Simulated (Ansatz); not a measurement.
Reaction (ligand exchange at the Si–N bond): `N[SiH](F)F` + `O[SiH2]S` → `F[SiH](F)O[SiH2]S` + NH₃

Gas-phase electronic energies from Ansatz, PBE0-D4/def2-TZVP geometries. CBS: MP2 limit from def2 TZ/QZ plus the TZ coupled-cluster correction, frozen cores. This one scheme is used for every species. Functionals use def2-TZVPP. B3LYP here is the variant with VWN-RPA as its local correlation; programs differ in this. Each species was taken in one conformer, which may not be the lowest.

(1) Is it downhill or uphill in electronic energy at CCSD(T)/CBS, and by how much? (Estimate.)

(2) What do these levels give: PBE0-D4, PBE, B3LYP, CCSD(T)/def2-TZVPP, HF/CBS(def2), MP2/CBS(def2)? (Estimate.)

Largest T1 diagnostic among the species: 0.012.

## Answers

(1) The calculation gave: Downhill: ΔE = -0.64 eV.

(2) Ansatz gave: PBE0-D4 -0.57, PBE -0.50, B3LYP -0.59, CCSD(T)/def2-TZVPP -0.64, HF/CBS(def2) -0.74, MP2/CBS(def2) -0.62 eV.

In def2-TZVPP, CCSD(T) changes the Hartree–Fock value by +0.07 eV (the triples alone add +0.01 eV) and MP2 by +0.09 eV. From PBE to PBE0 (25 % exact exchange), in def2-TZVPP and without D4, ΔE moves by −0.04 eV. The D4 term adds −0.05 eV with B3LYP and −0.03 eV with PBE0; it sums over pairs of atoms, weighted by their polarisabilities, and B3LYP, whose exchange is more repulsive, gets the larger term.
